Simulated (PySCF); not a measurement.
The dipole of `CC(C)(C)C(F)(F)CF` from its density and from atomic charges.

Coordinates (GFN2-xTB, Å) and charges (e) from the PBE0/pcSseg-1 density (PySCF):

```csv
atom,x,y,z,Mulliken,IAO,Hirshfeld,ESP-fitted
C1,-1.560,-0.634,-0.898,-0.1484,-0.4200,-0.1281,-0.5747
C2,-0.464,0.024,-0.050,-0.6503,+0.0244,+0.0078,+0.5670
C3,-0.569,-0.453,1.400,-0.1708,-0.4246,-0.1226,-0.5689
C4,-0.616,1.546,-0.131,-0.1455,-0.4244,-0.1292,-0.5436
C5,0.902,-0.404,-0.630,+0.4959,+0.5453,+0.1855,+0.3815
F6,0.916,-1.762,-0.834,-0.3088,-0.3123,-0.0872,-0.2569
F7,1.066,0.118,-1.879,-0.2992,-0.3048,-0.0896,-0.2311
C8,2.168,-0.130,0.198,+0.2191,+0.0119,+0.0096,-0.0551
F9,2.179,1.097,0.789,-0.3219,-0.3134,-0.0859,-0.2043
H10,-2.537,-0.315,-0.543,+0.1134,+0.1398,+0.0430,+0.1431
H11,-1.504,-1.718,-0.831,+0.1209,+0.1467,+0.0336,+0.1460
H12,-1.458,-0.346,-1.942,+0.1213,+0.1473,+0.0368,+0.1423
H13,0.139,0.072,2.037,+0.1260,+0.1417,+0.0366,+0.1417
H14,-0.384,-1.524,1.465,+0.1187,+0.1419,+0.0368,+0.1297
H15,-1.571,-0.255,1.772,+0.1192,+0.1460,+0.0461,+0.1480
H16,0.101,2.054,0.506,+0.1282,+0.1508,+0.0295,+0.1352
H17,-1.616,1.821,0.193,+0.1092,+0.1395,+0.0425,+0.1358
H18,-0.477,1.890,-1.153,+0.1218,+0.1481,+0.0351,+0.1309
H19,3.038,-0.188,-0.463,+0.1323,+0.1618,+0.0515,+0.1304
H20,2.242,-0.882,0.989,+0.1191,+0.1544,+0.0488,+0.1029
```

**Question.** What dipole does each set of charges give (1 e·Å = 4.803 D), and what does the density give?

**Answer.** The full density gives (-0.48, -0.31, 1.17) D, 1.30 D in size; dipole vectors point from the negative to the positive end.

| scheme | μx | μy | μz | size (D) | share of the full size (%) | angle to the full dipole (°) |
| --- | --- | --- | --- | --- | --- | --- |
| Mulliken | -0.36 | -0.33 | 2.35 | 2.40 | 184 | 15 |
| IAO | -0.61 | -0.78 | 1.74 | 2.00 | 154 | 9 |
| Hirshfeld | 0.29 | -0.42 | 0.54 | 0.74 | 57 | 50 |
| ESP-fitted | -0.50 | -0.31 | 1.19 | 1.33 | 102 | 1 |

**Question.** Which set comes closest?

**Answer.** Length of the difference vector: ESP-fitted 0.03 D, IAO 0.75 D, Hirshfeld 1.00 D, Mulliken 1.18 D. Closest: ESP-fitted. ESP charges are fitted to the potential around the molecule, whose slowest-falling term is the dipole's. The schemes that divide the density aren't constrained to reproduce the dipole.

**Question.** What is left for the Hirshfeld atoms' own dipoles?

**Answer.** The shares of the density sum to the whole, so what Σ q r misses lies in dipoles about the nuclei. The atomic dipoles sum to (-0.48, -0.31, 1.17) − (0.29, -0.42, 0.54) = (-0.77, 0.11, 0.63) D, 1.00 D in size.

**Question.** With the origin at the mean of the coordinates, (0.000, 0.001, 0.000) Å, which are the largest single terms, by size, of the Hirshfeld dipole along the direction of the full one?

**Answer.** C3 -0.93, F7 +0.91, C5 -0.72, H15 +0.49, H19 -0.37 D; all 20 atoms together +0.48 D. The single terms depend on the origin, their sum doesn't.

**Question.** Give the size of the full dipole in other units.

**Answer.** 1.30 D = 0.513 au = 0.271 e·Å = 4.35 × 10⁻³⁰ C·m.

Isolated species at its GFN2-xTB geometry (one conformer only).

These values come from a run that also computed NMR shieldings. Time: 65 s; peak memory 1.0 GiB. Hardware: an Arm Neoverse N1 with one thread, on a shared host.

The values belong to the conformer `[CH3:1][C:2]([CH3:3])([CH3:4])[C:5]([F:6])([F:7])[CH2:8][F:9]`: C1–C2–C5–F6 -48°, C2–C5–C8–F9 -42°.
